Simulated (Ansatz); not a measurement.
C3H13NSi3, singlet, at the geometry of the source list; Ansatz (a program for electronic structure) with MP2/STO-3G.

The Ansatz input:
Ansatz 0.2 input:
```yaml
crystal:
  periodic: [false, false, false]
  atoms:
    - {symbol: C, position_ang: [-0.70110000, 1.79570000, 1.70080000]}
    - {symbol: Si, position_ang: [-0.39230000, 0.79900000, 0.17710000]}
    - {symbol: C, position_ang: [-1.83130000, -0.40600000, -0.17100000]}
    - {symbol: C, position_ang: [-1.22390000, -1.51280000, -1.04290000]}
    - {symbol: Si, position_ang: [0.59720000, -1.66000000, -0.52690000]}
    - {symbol: N, position_ang: [0.96340000, -0.22970000, 0.33080000]}
    - {symbol: Si, position_ang: [2.38630000, 0.48470000, -0.21760000]}
    - {symbol: H, position_ang: [-0.81840000, 1.15370000, 2.57950000]}
    - {symbol: H, position_ang: [0.12330000, 2.48700000, 1.90130000]}
    - {symbol: H, position_ang: [-1.61410000, 2.39090000, 1.60140000]}
    - {symbol: H, position_ang: [-0.25300000, 1.67020000, -1.01530000]}
    - {symbol: H, position_ang: [-2.18590000, -0.81870000, 0.78100000]}
    - {symbol: H, position_ang: [-2.67300000, 0.08530000, -0.66830000]}
    - {symbol: H, position_ang: [-1.26560000, -1.22610000, -2.10080000]}
    - {symbol: H, position_ang: [-1.76660000, -2.45600000, -0.92820000]}
    - {symbol: H, position_ang: [1.43940000, -1.86550000, -1.73020000]}
    - {symbol: H, position_ang: [0.75930000, -2.79140000, 0.41300000]}
    - {symbol: H, position_ang: [2.29420000, 0.82720000, -1.65840000]}
    - {symbol: H, position_ang: [3.51960000, -0.44340000, 0.00710000]}
    - {symbol: H, position_ang: [2.64250000, 1.71600000, 0.56750000]}
basis:
  gaussian:
    orbitals: STO-3G
magnetization: {spin_polarized: false}
correlation: {method: mp2}
```

Output, abridged:

```
Functional definition: HF
764 factors; integrals over basis functions are off by at most 4.8e-5 eV
mean field evaluation 1: about -28037.9456 eV, gradient 2.1e1 eV
mean field evaluation 2: about -28038.1862 eV, gradient 2.1e1 eV
mean field evaluation 4: about -28039.9157 eV, gradient 2.1e0 eV
mean field evaluation 8: about -28039.9326 eV, gradient 1.7e-2 eV
mean field -28039.93259905 eV, -1030.4485168661 hartree, gradient 2.0e-6 eV, S^2 0.000000; 0 other end points of the search recorded, 0 dependent functions left out
19 core orbitals not correlated
reference -28039.93259905 eV, -1030.4485168661 hartree; 21, 21 occupied and 20, 20 virtual orbitals, 764 factors
second order -8.79382984 eV of doubles, -0.00000000 eV of singles
Total energy: -28048.72642888 eV, -1030.7716841519 hartree
```
